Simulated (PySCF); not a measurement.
SiH2Cl2, SMILES Cl[SiH2]Cl. Atoms are numbered in the order given.

```xyz
5

Si     0.0000     0.0000     0.7664
Cl     1.6824     0.0000    -0.4085
Cl    -1.6824     0.0000    -0.4085
H      0.0000    -1.2244     1.5799
H      0.0000     1.2244     1.5799
```
Charge 0, spin multiplicity 1.

Coordinates come from a B3LYP-D3(BJ)/def2-TZVP optimisation. The isomer is the one that the SMILES or the coordinates give; other isomers of the formula were not compared.

All values below come from PBE/def2-TZVPD in PySCF.

```
Property                                                                                                        Value
---------------------------------------------------------------------------------------------  ----------------------
total energy                                                                                      -1210.69974 hartree
point group                                                                                                       C2v
highest occupied level                                                                                       -7.79 eV
lowest empty level                                                                                           -1.21 eV
orbital gap                                                                                                   6.58 eV
dipole moment                                                                                                  1.15 D
quadrupole, principal values (traceless, Buckingham form, about the centre of nuclear charge)   -2.36, 0.25, 2.11 D·Å
mean static polarisability                                                                       56.4 bohr³ (8.35 Å³)
polarisability, principal values                                                               48.0, 54.4, 66.7 bohr³
```
